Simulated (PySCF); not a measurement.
Arsenic tetramer, As4.
SMILES: `[As]12[As]3[As]1[As]23`

Level: wB97X-D/def2-SVPD in PySCF, non-relativistic, on one gas-phase PBE0-D3(BJ)/def2-SVP geometry that isn't relaxed in the solvent. The solvent is an IEF-PCM continuum (Bondi radii, 1.10 Å for H, scaled by 1.2), and excitations are vertical TDDFT with non-equilibrium linear response and a frozen core. Only the electrostatic response of the medium enters. Spin–orbit coupling is left out although an atom past zinc is present.

Gas-phase singlets (H = HOMO, L = LUMO):

```tsv
state	E (eV)	λ (nm)	f	leading configurations
S1	4.502	275	0.000	H→L+1 55%, H-1→L 20%, H→L+2 8%
S2	4.504	275	0.000	H→L+2 50%, H-1→L+1 25%, H→L+1 11%
S3	4.506	275	0.000	H-1→L 63%, H-1→L+2 25%
S4	4.796	258	0.000	H→L+3 72%, H→L+4 20%
S5	4.802	258	0.000	H-1→L+4 49%, H→L+5 24%, H-1→L+3 20%
```

Q: How does the list change in dichloromethane (ε = 8.93)?

A: 
| state | E (eV) | λ (nm) | f | leading configurations | change by rank (eV) |
| --- | --- | --- | --- | --- | --- |
| S1 | 4.513 | 275 | 0.000 | H→L 34%, H→L+2 22%, H→L+1 19% | +0.011 |
| S2 | 4.516 | 275 | 0.000 | H→L+2 26%, H→L+1 24%, H-1→L 23% | +0.012 |
| S3 | 4.517 | 274 | 0.000 | H-1→L 32%, H-1→L+1 31%, H→L+2 22% | +0.011 |
| S4 | 4.793 | 259 | 0.000 | H→L+3 43%, H→L+4 40% | -0.003 |
| S5 | 4.797 | 258 | 0.000 | H-1→L+3 27%, H-1→L+4 25%, H→L+5 20% | -0.005 |

Q: How does the list change in methanol (ε = 32.61)?

A: 
```json
{"state": "S1", "E (eV)": "4.517", "λ (nm)": "275", "f": "0.000", "leading configurations": "H→L 33%, H→L+2 22%, H→L+1 20%", "change by rank (eV)": "+0.015"}
{"state": "S2", "E (eV)": "4.519", "λ (nm)": "274", "f": "0.000", "leading configurations": "H→L+2 24%, H→L+1 24%, H-1→L 23%", "change by rank (eV)": "+0.015"}
{"state": "S3", "E (eV)": "4.520", "λ (nm)": "274", "f": "0.000", "leading configurations": "H-1→L 33%, H-1→L+1 30%, H→L+2 23%", "change by rank (eV)": "+0.014"}
{"state": "S4", "E (eV)": "4.801", "λ (nm)": "258", "f": "0.000", "leading configurations": "H→L+4 42%, H→L+3 41%", "change by rank (eV)": "+0.005"}
{"state": "S5", "E (eV)": "4.804", "λ (nm)": "258", "f": "0.000", "leading configurations": "H-1→L+3 28%, H-1→L+4 24%, H→L+5 20%", "change by rank (eV)": "+0.002"}
```

Q: How do the frontier levels move from gas to methanol?

A: 
```json
{"orbital": "LUMO+2", "gas (eV)": "0.60", "solvent (eV)": "0.74", "change (eV)": "+0.14"}
{"orbital": "LUMO+1", "gas (eV)": "0.60", "solvent (eV)": "0.74", "change (eV)": "+0.14"}
{"orbital": "LUMO", "gas (eV)": "0.60", "solvent (eV)": "0.74", "change (eV)": "+0.14"}
{"orbital": "HOMO", "gas (eV)": "-8.63", "solvent (eV)": "-8.51", "change (eV)": "+0.12"}
{"orbital": "HOMO-1", "gas (eV)": "-8.63", "solvent (eV)": "-8.51", "change (eV)": "+0.12"}
{"orbital": "HOMO-2", "gas (eV)": "-9.58", "solvent (eV)": "-9.44", "change (eV)": "+0.14"}
{"orbital": "HOMO-3", "gas (eV)": "-9.58", "solvent (eV)": "-9.44", "change (eV)": "+0.14"}
```

The HOMO–LUMO gap goes from 9.23 to 9.25 eV.
